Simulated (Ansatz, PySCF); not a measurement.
Process, species as SMILES: C[Si](C)(C)F [fluoro(trimethyl)silane] → [CH3] (CH3) + C[Si](C)F (the C-Si bond at the site shown breaks; other sites are not compared here)
Each molecule is optimised on its own at B3LYP-D3(BJ)/def2-TZVP (Ansatz, a quantum-chemistry and plane-wave program).
Geometry of the first species:
```xyz
14

C      1.5018    -0.8629    -0.6679
Si     0.0038     0.0021     0.0286
C     -1.5516    -0.9875    -0.2520
C     -0.1576     1.7365    -0.6370
F      0.2171     0.1192     1.6297
H      1.4167    -0.9726    -1.7519
H      2.4141    -0.3003    -0.4592
H      1.6157    -1.8605    -0.2387
H     -2.4170    -0.4974     0.1988
H     -1.4666    -1.9863     0.1811
H     -1.7506    -1.1018    -1.3205
H     -1.0099     2.2524    -0.1898
H     -0.3046     1.7238    -1.7199
H      0.7390     2.3237    -0.4280
```

Property: bond dissociation energy (0 K, with B3LYP-D3(BJ) harmonic zero-point energies from PySCF), in kJ/mol. Valence correlation only, unless marked. UHF or UKS for open shells. Spin-orbit coupling is left out. Non-relativistic. Basis-set limits of correlation are two-point, X^-3; Hartree-Fock from the larger set.

Level to compare with: CCSD(T)/CBS(cc-pV(T+d)Z,cc-pV(Q+d)Z) (Ansatz), 396.5 kJ/mol. It is a level with limits of its own, and the differences hold the functionals' basis error too.

Question: Rank these functionals by how close they come to CCSD(T)/CBS(cc-pV(T+d)Z,cc-pV(Q+d)Z), closest first: LC-wPBE/def2-TZVPD (Ansatz); PBE/def2-TZVPD (Ansatz); SVWN5/def2-TZVPD (Ansatz).

Answer: LC-wPBE/def2-TZVPD (range-separated hybrid, 374.7 kJ/mol, difference -21.8), PBE/def2-TZVPD (GGA, 367.8 kJ/mol, difference -28.7), SVWN5/def2-TZVPD (LDA, 436.2 kJ/mol, difference 39.7)
